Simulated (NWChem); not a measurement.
System: MgNH₃S; SMILES [SH][Mg][NH2]

NWChem input:

```
start job
memory heap 200 mb stack 900 mb global 1100 mb
geometry units angstroms noautoz
  Mg     0.150849    -0.374197    -0.183014
  N      0.441618    -2.216127     0.162852
  H     -0.102967    -3.000086    -0.209220
  H      1.170903    -2.615528     0.761386
  S     -0.194388     1.884243    -0.603818
  H     -1.044541     2.001650     0.457062
end
basis spherical
  * library 6-31g*
end
dft
  xc xpbe96 cpbe96
  iterations 150
  mulliken
end
task dft energy
```

Geometry: optimised at PBE-D3(BJ)/def2-SVP.

What results follow from this input? (PBE/6-31G* (spherical d).) Quantities: energy (Ha); highest occupied level (eV); orbital gap (eV); dipole (D).


```yaml
energy (Ha): -654.47
highest occupied level (eV): -4.81
orbital gap (eV): 3.06
dipole (D): 2.40
```
